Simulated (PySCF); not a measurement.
Gas-phase reaction: 4 InCl3 + 2 InH → 6 InCl2 + H2. Level: PBE0/def2-QZVP†; standard pressure 1 bar.

Method: PySCF energies plus ideal-gas RRHO corrections (1 bar). † marks an energy on the PBE0/def2-TZVP geometry and frequencies. Open shells (unrestricted): InCl2 (multiplicity 2); the rest are closed-shell singlets. In: scalar-relativistic def2 core potential, no spin-orbit coupling. InH, InCl2: computed as isolated molecules; such fragments, hydroxides, amides, oligomers or adducts are transient or little studied in the gas. The harmonic model lacks anharmonicity and excited electronic states, which grow with temperature; levels with a mode under 35 cm⁻¹ are left out. Soft modes under 120 cm⁻¹ make the harmonic entropy rough for InCl3, InCl2.

| T (K) | 1000/T (1/K) | log10 K |
|---|---|---|
| 1000 | 1.0000 | 0.59 |
| 1200 | 0.8333 | 2.36 |
| 1400 | 0.7143 | 3.60 |
| 1600 | 0.6250 | ? |
| 1800 | 0.5556 | 5.19 |
| 2000 | 0.5000 | 5.72 |

Q: Fit log10 K = a + b·(1000/T) to the five rows, get the mean ΔH° and ΔS°, and predict log10 K at 1600 K.

A: Means: 1000/T = 0.7206, log10 K = 3.492. Sums of products about the means: Sxy = -1.71074, Sxx = 0.166695, so b = Sxy/Sxx = -10.26 and a = 3.492 − (-10.26)×0.7206 = 10.89.
ΔH° = −R ln 10 × 1000 K × b = −19.145 × (-10.26) = 196 kJ; ΔS° = R ln 10 × a = 208 J/K. The run's own values go from 206 kJ and 217 J/K at 1000 K to 182 kJ and 200 J/K at 2000 K.
Prediction at 1600 K: 10.89 + (-10.26)×0.6250 = 4.48. The computed value is 4.50, 0.02 from the line.
For scale, ΔH°(298 K) is 218 kJ at this level, 281 kJ at ωB97M-V/def2-TZVP†, and runs from 127 to 307 kJ over the 18 levels computed.
